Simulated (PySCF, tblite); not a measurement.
Isomers of C8H17P. Method: GFN2-xTB as coded in tblite; computed harmonic values from a numerical Hessian at the method's own geometry, unscaled. Errors from tens to a few hundred cm⁻¹ against measured bands are possible. One conformer each.

Electronic energies: PBE0/pcSseg-1 single points on the GFN2-xTB geometries (PySCF, gas phase).

```json
{"SMILES": "CC(C)P(C)C1CCC1", "electronic energy, lowest = 0 (kcal/mol)": "26.1"}
{"SMILES": "CP(C1CC1)C(C)(C)C", "electronic energy, lowest = 0 (kcal/mol)": "26.2"}
{"SMILES": "CCP1CCCCCC1", "electronic energy, lowest = 0 (kcal/mol)": "7.2"}
{"SMILES": "C=C[P@@](=C)(CC)C(C)C", "electronic energy, lowest = 0 (kcal/mol)": "61.8"}
{"SMILES": "C=C[P@@](=C)(C)[C@H](C)CC", "electronic energy, lowest = 0 (kcal/mol)": "62.7"}
{"SMILES": "CP(C)C1CCCCC1", "electronic energy, lowest = 0 (kcal/mol)": "0.0"}
{"SMILES": "C=C(C)P(C)C(C)(C)C", "electronic energy, lowest = 0 (kcal/mol)": "24.4"}
{"SMILES": "C=CP(C)(C)(C=C)CC", "electronic energy, lowest = 0 (kcal/mol)": "94.8"}
{"SMILES": "CCC1CP(C(C)C)C1", "electronic energy, lowest = 0 (kcal/mol)": "18.6"}
```

**Question.** How do GFN2-xTB zero-point energies change the relative energies?

**Answer.** 
```
                   SMILES  ZPE (kcal/mol)  of it from modes above 1550 cm⁻¹  electronic (kcal/mol)  with ZPE, lowest = 0 (kcal/mol)  lowest mode (cm⁻¹)  rings
            CP(C)C1CCCCC1           145.8                              72.3                    0.0                              0.0                  45      1
              CCP1CCCCCC1           146.5                              72.0                    7.2                              7.8                  67      1
          CCC1CP(C(C)C)C1           145.1                              72.8                   18.6                             17.9                  57      1
       C=C(C)P(C)C(C)(C)C           142.8                              75.9                   24.4                             21.4                  50      0
          CC(C)P(C)C1CCC1           144.5                              72.8                   26.1                             24.7                  41      1
        CP(C1CC1)C(C)(C)C           143.5                              73.6                   26.2                             23.9                  45      1
    C=C[P@@](=C)(CC)C(C)C           140.3                              75.3                   61.8                             56.3                  52      0
C=C[P@@](=C)(C)[C@H](C)CC           140.0                              75.3                   62.7                             56.9                  43      0
        C=CP(C)(C)(C=C)CC           138.6                              78.1                   94.8                             87.6                  59      0
```

The zero-point energies span 7.9 kcal/mol, from `C=CP(C)(C)(C=C)CC` to `CCP1CCCCCC1`. The lowest isomer stays, but the order above it changes.

**Question.** And how do the electronic energies of GFN2-xTB itself compare?

**Answer.** `CP(C)C1CCCCC1` 0.0; `CCP1CCCCCC1` 7.4; `CCC1CP(C(C)C)C1` 15.5; `C=C(C)P(C)C(C)(C)C` 31.1; `CC(C)P(C)C1CCC1` 21.3; `CP(C1CC1)C(C)(C)C` 26.6; `C=C[P@@](=C)(CC)C(C)C` 69.6; `C=C[P@@](=C)(C)[C@H](C)CC` 68.6; `C=CP(C)(C)(C=C)CC` 95.0 kcal/mol, lowest = 0. Against the energies above, taken from the same isomer `CP(C)C1CCCCC1`, the largest difference is 7.8 kcal/mol.

**Question.** What do entropy and thermal enthalpy add at 298.15 K and 1 bar (rigid rotor, harmonic oscillator, one conformer each)?

**Answer.** 
| SMILES | point group | symmetry number | S (cal/(mol K)) | H − H(0) (kcal/mol) | ZPE + H − H(0) − TS (kcal/mol) |
| --- | --- | --- | --- | --- | --- |
| CCP1CCCCCC1 | C1 | 1 | 99.5 | 7.28 | 124.1 |
| CCC1CP(C(C)C)C1 | C1 | 1 | 105.5 | 7.97 | 121.6 |
| C=C(C)P(C)C(C)(C)C | C1 | 1 | 108.2 | 8.69 | 119.2 |
| CC(C)P(C)C1CCC1 | C1 | 1 | 107.6 | 8.15 | 120.6 |
| CP(C1CC1)C(C)(C)C | C1 | 1 | 107.4 | 8.39 | 119.9 |
| C=C[P@@](=C)(CC)C(C)C | C1 | 1 | 112.3 | 9.08 | 115.9 |
| C=C[P@@](=C)(C)[C@H](C)CC | C1 | 1 | 113.5 | 9.14 | 115.3 |
| C=CP(C)(C)(C=C)CC | C1 | 1 | 114.1 | 9.38 | 114.0 |

Not tabulated: `CP(C)C1CCCCC1` (point group not settled).
